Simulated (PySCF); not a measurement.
C5H4O2S.
Atom-mapped SMILES: `[O:1]=[CH:2][O:3][c:4]1[cH:5][cH:6][cH:7][s:8]1` (hydrogens: H9 on C2; H10 on C5; H11 on C6; H12 on C7)

Structure used (PBE0-D3(BJ)/def2-SVP), in Å, numbered top down from 1:
```
atom  x, y, z in Å
O1     2.4641    1.0319    0.9237
C2     2.6405   -0.0766    0.5220
O3     1.7193   -0.8824   -0.0369
C4     0.4233   -0.4996   -0.2164
C5    -0.2470    0.6563    0.0889
C6    -1.6149    0.5721   -0.3039
C7    -1.9400   -0.6216   -0.8858
S8    -0.5881   -1.6822   -0.9734
H9     3.6014   -0.6276    0.5442
H10    0.2214    1.5121    0.5669
H11   -2.3332    1.3794   -0.1555
H12   -2.9051   -0.9447   -1.2726
```

Computed with core-valence-separated Tamm–Dancoff BHandHLYP/aug-pcX-1 (pcseg-1 on H, def2-SVPD on S) in PySCF, non-relativistic, gas phase, PBE0-D3(BJ)/def2-SVP geometry. Absolute energies from this functional tend to lie a few eV below measured edges; no shift was applied.

The lowest roots of each edge with f over 0.003 (five at most, numbered afresh; weaker and dark ones are left out), with transition dipoles (au) in the frame of the coordinates:

| root | edge | E (eV) | μx | μy | μz |
| --- | --- | --- | --- | --- | --- |
| 1 | C | 283.36 | 0.0166 | 0.0265 | -0.0636 |
| 2 | C | 283.42 | 0.0232 | 0.0368 | -0.0886 |
| 3 | C | 283.51 | -0.0224 | -0.0356 | 0.0856 |
| 4 | C | 285.03 | 0.0248 | 0.0393 | -0.0976 |
| 5 | C | 285.20 | -0.0229 | -0.0364 | 0.0875 |
| 6 | O | 529.27 | -0.0139 | -0.0220 | 0.0546 |
| 7 | O | 533.43 | -0.0093 | -0.0147 | 0.0364 |
| 8 | O | 535.02 | 0.0054 | 0.0087 | -0.0214 |
| 9 | O | 535.06 | -0.0153 | -0.0113 | -0.0085 |
| 10 | O | 535.65 | 0.0231 | -0.0088 | 0.0024 |

Task: What are the oscillator strengths?

Result: f = (2/3) ΔE |μ|², with ΔE in hartree (27.2114 eV):

| root | ΔE (Eh) | \|μ\|² (au) | f | core hole on |
| --- | --- | --- | --- | --- |
| 1 | 10.4132 | 0.005023 | 0.035 | C6 |
| 2 | 10.4156 | 0.009742 | 0.068 | C5 |
| 3 | 10.4189 | 0.009096 | 0.063 | C7 |
| 4 | 10.4745 | 0.011685 | 0.082 | C2 |
| 5 | 10.4809 | 0.009506 | 0.066 | C4 |
| 6 | 19.4504 | 0.003658 | 0.047 | O1 |
| 7 | 19.6034 | 0.001628 | 0.021 | O3 |
| 8 | 19.6618 | 0.000563 | 0.007 | O3 |
| 9 | 19.6631 | 0.000434 | 0.006 | O1 |
| 10 | 19.6847 | 0.000617 | 0.008 | O3 |

Task: What is the unit vector of the normal of the molecular plane, and which share of each root's |μ|² lies along it?

Result: (0.23, 0.37, -0.90), up to sign.

```csv
root,core hole on,share along it,final orbital under reflection in the plane
1,C6,1.00,odd
2,C5,1.00,odd
3,C7,1.00,odd
4,C2,1.00,odd
5,C4,1.00,odd
6,O1,1.00,odd
7,O3,1.00,odd
8,O3,1.00,odd
9,O1,0.00,even
10,O3,0.00,even
```

The 1s orbitals of atoms in the plane are even under the reflection, so light polarised along the normal reaches odd orbitals alone (the out-of-plane π set) and light polarised in the plane even ones.

Task: For fixed molecules, how does the intensity of root 1 change when the electric field is turned 45° away from the normal of the molecular plane?

Result: Intensity goes as (E·μ)², and μ lies along that direction, so it falls to cos²45° = 0.50 of its maximum; it vanishes at 90°.

Task: Molecules are fixed in this frame and the field points along (1, 1, 0)/√2. What effective strengths 3 f cos²θ do the roots have (θ between field and μ)?

Result: root 1 (C6): 0.019, root 2 (C5): 0.038, root 3 (C7): 0.035, root 4 (C2): 0.043, root 5 (C4): 0.037, root 6 (O1): 0.025, root 7 (O3): 0.011, root 8 (O3): 0.004, root 9 (O1): 0.014, root 10 (O3): 0.004. Root 4 is the strongest. Averaged over all orientations cos²θ is 1/3, which gives f back.

One conformer stands for the species.
